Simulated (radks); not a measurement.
Results of a calculation; reference values are marked as such.
Problem. Excited configurations of neutral calcium: one electron is placed in a higher orbital outside [Ar] 4s1. The ground configuration is [Ar] 4s2. Code: a radial shooting solver on a logarithmic mesh with Libxc functionals. Model: scalar-relativistic Kohn-Sham, PBE, spin-polarised, spherical densities, point nucleus; open shells are filled with parallel spins first. Excitation = E - E(ground); binding = E(ion) - E, where the ion is the core of charge +1; n* = 1/sqrt(2 binding) in atomic units, and the quantum defect is n - n*.

| outer orbital | excitation (eV) | binding (eV) | n* | quantum defect | eigenvalue (eV) | <r> (bohr) |
|---|---|---|---|---|---|---|
| 3d | 1.814 | 4.278 | 1.783 | 1.217 | -0.984 | 3.312 |
| 4p | 1.874 | 4.218 | 1.796 | 2.204 | -2.243 | 4.979 |
| 4d | 4.419 | 1.673 | 2.852 | 1.148 | -0.788 | 10.11 |
| 5s | 3.760 | 2.332 | 2.415 | 2.585 | -1.433 | 9.542 |
| 5p | 4.314 | 1.777 | 2.767 | 2.233 | -1.063 | 11.77 |
| 5d | 5.020 | 1.072 | 3.563 | 1.437 | -0.621 | 18.74 |
| 5f | 5.396 | 0.696 | 4.421 | 0.579 | -0.404 | 27.45 |
| 6d | 5.373 | 0.719 | 4.350 | 1.650 | -0.459 | 29.85 |
| 6f | 5.576 | 0.516 | 5.136 | 0.864 | -0.325 | 40.64 |
| 7s | 5.262 | 0.829 | 4.050 | 2.950 | -0.553 | 28.04 |

Estimate the row for 7p.

Solution. excitation (eV) 5.387; binding (eV) 0.705; n* 4.394; quantum defect 2.606; eigenvalue (eV) -0.467; <r> (bohr) 32.48. The Delta-SCF ionisation energy is 6.092 eV (NIST Atomic Spectra Database: 6.113 eV, measured). Self-interaction in the functional shifts the binding energies and quantum defects, so they are the method's values and not measured ones.
